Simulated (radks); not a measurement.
Problem. Spherical jellium clusters: N electrons in a uniform positive sphere of charge N and radius rs N^(1/3), rs = 2.03 bohr. Calculated with a radial shooting solver with Libxc functionals: non-relativistic Kohn-Sham, PBE, spin-polarised, spherical densities. Levels are named by radial order and angular momentum (1s, 1p, 1d, 2s, ...), and open shells are averaged over m. At N = 10 the configuration is 1s2 1p6 1d(up 2, down 0). The background grows by one charge. Does electron 11 go into 1d up or 2s down or 2s up?

Solution. Into 1d up. The total energies of the other choices lie higher by 0.338 eV (2s up), 0.686 eV (2s down).
